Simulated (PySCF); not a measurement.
Hf(Me)2(H)2 (C2H8Hf), SMILES [CH3][HfH2][CH3], multiplicity 1.

Coordinates come from a r2SCAN-D4/def2-SVP optimisation. The spin state was assumed, not searched. The structure was generated by enumeration; whether it is a known compound was not checked. The def2 effective core potentials stand for the cores of Hf; spin–orbit coupling is left out.

Two levels are set side by side: PBE/def2-TZVPD (PySCF) and ωB97X/def2-TZVPD (PySCF). Same geometry, gas phase. Differences are taken from unrounded values.

```
quantity                       PBE
---------------------------  -----
orbital gap (eV)              4.31
highest occupied level (eV)  -6.51
lowest empty level (eV)      -2.20
dipole moment (D)             1.18
mean polarisability (bohr³)   79.8
```

These are the PBE values. What does ωB97X give? (The exact figures need the calculation; the answer reports its results.)


```tsv
quantity	ωB97X	PBE minus ωB97X
orbital gap (eV)	10.87	-6.56
highest occupied level (eV)	-10.24	3.73
lowest empty level (eV)	0.63	-2.83
dipole moment (D)	1.09	0.09
mean polarisability (bohr³)	73.7	6.0
```

Without exact exchange PBE keeps part of each electron's self-repulsion, which lifts occupied levels and narrows the gap. PBE's more diffuse valence density responds more strongly to a field. Differences between two approximate levels are no errors against the true value.

Rough cost on one machine, each run with all the roots and properties that it gave: ωB97X against PBE within a factor of 2.
